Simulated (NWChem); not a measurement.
Species: diethyl sulfide (C4H10S); SMILES CCSCC

```xyz
15

C     -0.2997     2.5499    -0.0904
C     -0.5980     1.1072     0.2759
S      0.8498     0.0696    -0.0852
C      0.2748    -1.5458     0.5096
C     -0.7682    -2.2195    -0.3643
H      0.5572     2.9364     0.4822
H     -1.1694     3.1903     0.1224
H     -0.0614     2.6468    -1.1607
H     -0.8369     1.0197     1.3493
H     -1.4689     0.7412    -0.2913
H     -0.0822    -1.4311     1.5470
H      1.1902    -2.1564     0.5609
H     -0.3969    -2.3427    -1.3925
H     -1.6999    -1.6352    -0.4117
H     -1.0244    -3.2153     0.0329
```
Atoms are numbered in this order, from 1.

Computed with NWChem. Geometry: optimised at PBE0/def2-SVP. COSMO at M06-2X/def2-SVP, default radii, gas-phase geometry; f = (ε − 1)/ε scales the surface charges.

```
row            f  electrostatic solvation energy (kcal/mol)
--------  ------  -----------------------------------------
ε = 2.4   0.5833                                      -1.69
ε = 3.9   0.7436                                   withheld
ε = 4.8   0.7917                                      -2.37
ε = 20.7  0.9517                                      -2.93
ε = 78.4  0.9872                                      -3.06
```

Task: Fit a straight line of the last column on the one before it, predict the withheld value, and compare with the run.

Result: 
1. Means of the 4 shown rows: x = 0.82847, y = -2.513. Slope Σ(x − x̄)(y − ȳ)/Σ(x − x̄)² = -0.3452/0.1018 = -3.390; intercept 0.296.
2. The shown rows scatter about the line by 0.011 (root mean square); the largest residual is +0.02, at ε = 4.8.
3. At x = 0.7436 (ε = 3.9; inside the shown range) the line gives -2.22.
4. The run gives -2.21, +0.01 from the line.
